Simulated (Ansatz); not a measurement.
Ansatz (a first-principles code) input file for CH4N2S, SMILES NC(=S)N (connectivity only; charge and spin as stated), charge +1, multiplicity 2, CAM-B3LYP/def2-SVPD. Geometry: B3LYP-D3(BJ)/def2-SVP. The geometry has at least one imaginary mode, so it is a saddle point at that level. The multiplicity is an assumed one; other spin states were not compared. Other conformers were not sampled.

Ansatz 0.2 input:
```yaml
crystal:
  periodic: [false, false, false]
  atoms:
    - {symbol: N, position_ang: [0.00000000, 1.15954595, -1.02650121]}
    - {symbol: C, position_ang: [0.00000000, 0.00000000, -0.38257745]}
    - {symbol: N, position_ang: [0.00000000, -1.15954595, -1.02650121]}
    - {symbol: S, position_ang: [0.00000000, 0.00000000, 1.36291855]}
    - {symbol: H, position_ang: [0.00000000, 1.20779800, -2.04328610]}
    - {symbol: H, position_ang: [0.00000000, 2.04436244, -0.52682151]}
    - {symbol: H, position_ang: [0.00000000, -1.20779801, -2.04328610]}
    - {symbol: H, position_ang: [0.00000000, -2.04436245, -0.52682150]}
basis:
  gaussian:
    orbitals: def2-SVPD
hamiltonian:
  xc: {name: CAM-B3LYP}
total_charge: 1
magnetization: {spin_polarized: true, initial_magnetization: 1}
```

Program output:

```
WARN ansatz: RAYON_NUM_THREADS=1 ignored (pool sized by the plan → 1); use --threads N
Functional definition: CAM-B3LYP
integrals: 0.06 GiB planned
1050 factors; their error is unknown
integrals: 0.09 GiB planned
402 factors; integrals over basis functions are off by at most 2.7e-5 eV
mean field: 0.74 GiB planned
mean field evaluation 1: about -14891.5366 eV, gradient 5.1e1 eV
mean field evaluation 2: about -14874.1723 eV, gradient 7.2e1 eV
mean field evaluation 4: about -14902.1911 eV, gradient 3.8e0 eV
mean field evaluation 8: about -14902.2774 eV, gradient 1.2e-1 eV
mean field evaluation 16: about -14902.3109 eV, gradient 4.4e-4 eV
mean field evaluation 32: about -14902.3109 eV, gradient 5.5e-6 eV
mean field -14902.31086164 eV, -547.6498230161 hartree, gradient 5.5e-6 eV, S^2 0.753994; 1 other end points of the search recorded, 0 dependent functions left out
reference -14902.31098828 eV, -547.6498276700 hartree; 20, 19 occupied and 99, 100 virtual orbitals, 1050 factors
Total energy: -14902.31098828 eV, -547.6498276700 hartree
```

The calculation finished and met its thresholds.

Cost: roughly 15 core-seconds.
